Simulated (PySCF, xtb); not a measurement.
H4MgSeSi, SMILES [SiH3][Mg][SeH].

GFN2-xTB (xtb 6.7.1) at its own geometry gives an orbital gap of 2.81 eV and a dipole moment of 6.12 D.

The structure is a stationary point at TPSSh-D3(BJ)/def2-SVP. Other conformers were not sampled.

What does PBE0/def2-TZVPD (PySCF) give? (Estimate from the structure and the level; the computed values follow.)

gap 5.52 eV (levels -6.79 and -1.27 eV), dipole 0.86 D.
